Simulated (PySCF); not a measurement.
Several molecules and their computed UV-vis stick spectra, shuffled. Method used: TDDFT PBE0/def2-SVPD, vertical, gas phase, core orbitals frozen in the response in PySCF 2.14.0, density-fitted response routines. Geometries: PBE0-D3(BJ)/def2-SVP; one conformer of each isolated species. Triplets are in the Tamm–Dancoff approximation.

A. `FC(F)O[C@@]12CC=C[C@@H]1C2`
B. `Nc1ccc(O)cc1`
C. `CCCC(=O)Cl`

Lowest singlet levels (six at most, fewer where fewer were computed) with oscillator strengths:

1. 4.39 eV (f 0.052); 5.16 eV (f 0.001); 5.20 eV (f 0.027); 5.53 eV (f 0.150); 5.98 eV (f 0.000); 6.07 eV (f 0.001); T1 3.39 eV
2. 6.29 eV (f 0.111); 6.76 eV (f 0.012); 6.88 eV (f 0.012); 7.23 eV (f 0.011); 7.36 eV (f 0.007); 7.69 eV (f 0.041); T1 4.02 eV
3. 5.27 eV (f 0.000); 6.41 eV (f 0.000); 6.85 eV (f 0.009); 7.59 eV (f 0.030); 7.91 eV (f 0.004); 7.92 eV (f 0.039); T1 4.71 eV

Task: Which spectrum belongs to which structure?

Result: 1 = B, 2 = A, 3 = C.
- A: S1 at 6.29 eV, HOMO→LUMO (93%); Löwdin shares by element: HOMO carbon 76% or more (atoms not listed hold the other 24%); LUMO carbon 71% or more (atoms not listed hold the other 29%); HOMO -7.10 and LUMO -0.08 eV.
- B: S1 at 4.39 eV, HOMO→LUMO (94%); Löwdin shares by element: HOMO carbon 28% or more, nitrogen 21%, oxygen 12% (atoms not listed hold the other 38%); LUMO carbon 73% or more (atoms not listed hold the other 27%); HOMO -5.53 and LUMO -0.25 eV.
- C: S1 at 5.27 eV, HOMO→LUMO (98%); S1 has the pattern of n→π* at C=O; HOMO -8.63 and LUMO -1.10 eV.
